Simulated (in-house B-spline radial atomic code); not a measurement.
## Two electrons outside the [Ar] 3d10 4s2 4p6 core: Sm²⁴⁺

Computed with an all-electron radial atomic-structure program (B-spline basis): configuration interaction (CI) of the two valence electrons in the field of the frozen Dirac-Fock core, alone and with many-body perturbation theory for the core (screened one- and two-electron correlation potentials), Breit and QED terms; no-pair Dirac Hamiltonian, finite nucleus. Labels give the configuration (outer n counted up each series) and the leading LS term, or the jj pair where no LS term holds 70 %.

Command:
```bash
python run_mb.py task.json out
```
Settings (nuclear radius in fm, box in bohr, cutoff in hartree):
```
basis_form          3
Z                   62
core_configuration  [Ar] 3d10 4s2 4p6
rms_radius          5.0819
mass_number         152
speed_of_light      137.036
box_radius          3.462
lmax                6
intervals           58
virtual_cutoff      7688.0
```

Time taken, with all properties: 3.4 min on 1 thread of Arm Neoverse N1, on a shared host.

Excitation energies (cm⁻¹):

| level | purity of the LS term | CI alone | CI + MBPT + Breit + QED |
| --- | --- | --- | --- |
| 4d2 3F2 | 0.822 | 0 | 0 |
| 4d2 3P0 | 0.844 | 44688 | 44206 |
| 4d2 3F3 | 1.0 | 47957 | 47427 |
| 4d2 (3/2,5/2)2 | 0.477 (3P) | ? | ? |
| 4d2 (3/2,5/2)4 | 0.605 (3F) | 75245 | 73187 |
| 4d2 3P1 | 1.0 | 79532 | 77819 |
| 4d2 (5/2,5/2)4 | 0.604 (1G) | 120728 | 117602 |
| 4d2 (5/2,5/2)2 | 0.506 (3P) | ? | ? |
| 4d2 1S0 | 0.843 | 187889 | 189901 |

Question: Where does 4d2 (3/2,5/2)2 lie?

Answer: 72275 cm⁻¹ in CI alone and 70985 cm⁻¹ with all corrections.

Question: Where does 4d2 (5/2,5/2)2 lie?

Answer: 130860 cm⁻¹ in CI alone and 129044 cm⁻¹ with all corrections.

Question: What is the first ionisation energy?

Answer: 784.34 eV to the 4d3/2 state of the next ion (781.3 eV from CI alone). NIST lists 782 ± 4 eV (tabulated theory).
